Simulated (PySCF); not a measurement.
Species: K2.
SMILES: `[K][K]`

The closed-shell ground state was solved at several levels (PySCF, density fitting, gas phase, non-relativistic). Isolated species at its PBE0-D3(BJ)/def2-TZVP geometry, gas phase. The dipole stays under 0.02 D at every level.

```
           level  basis functions  HOMO (eV)  LUMO (eV)  gap (eV)
  B97-2/pcSseg-2              100      -2.77      -1.22      1.55
    KT3/pcSseg-2              100      -2.38      -1.48      0.90
wB97X-D/pcSseg-2              100      -4.04      -0.26      3.78
```

**Question.** Estimate the row for PBE0/pcSseg-2, a basis of 100 functions; the other rows only guide the guess.

**Answer.** HOMO -2.92 eV, LUMO -1.22 eV, gap 1.70 eV.

**Question.** Over all these levels, which gives the widest orbital gap and which the narrowest?

**Answer.** wB97X-D/pcSseg-2 (range-separated hybrid) has the widest, 3.78 eV, and KT3/pcSseg-2 (GGA) the narrowest, 0.90 eV. From the narrowest to the widest the HOMO moves by -1.66 eV and the LUMO by +1.22 eV.

**Question.** In the pcSseg-2 basis, how does the gap go with the fixed share of exact exchange?

**Answer.** KT3 (0 %) 0.90 eV; B97-2 (21 %) 1.55 eV; PBE0 (25 %) 1.70 eV. Each rise in the share widens the gap here.
